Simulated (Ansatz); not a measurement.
BH5N (SMILES B[NH3+]), charge 1, multiplicity 1, relaxed at each level with Ansatz (a quantum-chemistry and plane-wave program); harmonic frequencies from differences of analytic forces, average atomic masses, frozen cores.

```csv
level,harmonic frequencies (cm⁻¹),ZPE (eV),cost over HF/def2-TZVPP (rough)
HF/def2-TZVPP,33 790 803 920 1176 1195 1321 1585 1751 1772 2780 2925 3574 3651 3692,1.734,×1
PBE/def2-TZVPP,39 706 735 875 1073 1085 1187 1416 1577 1597 2624 2773 3284 3355 3395,1.594,×1
r2SCAN/def2-TZVPP,44 725 758 894 1103 1119 1228 1456 1625 1645 2681 2832 3363 3437 3479,1.636,×1
B3LYP/def2-TZVPP,36 735 759 885 1110 1120 1234 1469 1626 1647 2692 2839 3356 3425 3465,1.636,×1
PBE0/def2-TZVPP,38 728 755 905 1100 1117 1225 1461 1623 1643 2682 2831 3391 3467 3508,1.641,×1
CCSD(T)/cc-pVDZ,48 726 750 885 1107 1113 1233 1447 1615 1636 2693 2845 3378 3470 3513,1.640,×1
```
